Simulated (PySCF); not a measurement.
## Electronic structure of Nb (niobium, neutral) at the UHF level

Configuration: [Kr] 4d5, high-spin 6S determinant (an excited configuration). Calculation: PySCF 2.14, in def2-QZVPPD with the def2 core potential (28 electrons); scalar relativity through the core potential.

```json
{
 "Total energy": "-56.267855 hartree",
 "One-electron energy": "-97.2398 hartree",
 "Hartree (Coulomb) energy": "47.4768 hartree",
 "Exchange energy": "-6.5049 hartree",
 "⟨S²⟩": "8.7539",
 "⟨L²⟩": "0.000",
 "Sum of ⟨r⟩": "21.81 bohr",
 "Sum of ⟨r²⟩": "47.70 bohr²",
 "Time after the integrals": "0.56 s of wall time on 1 thread of Neoverse-V1 (shared host)"
}
```

```
shell  electrons  mean orbital energy (hartree)  rms radius, mean of both spins (bohr)
 4s α          1                       -2.67341                                   1.26
 4s β          1                       -2.50019                                   1.26
 4p α          3                       -1.63305                                   1.42
 4p β          3                       -1.38770                                   1.42
 4d α          5                       -0.21200                                   2.55
```

Energies and moments cover only the electrons outside the core potential.
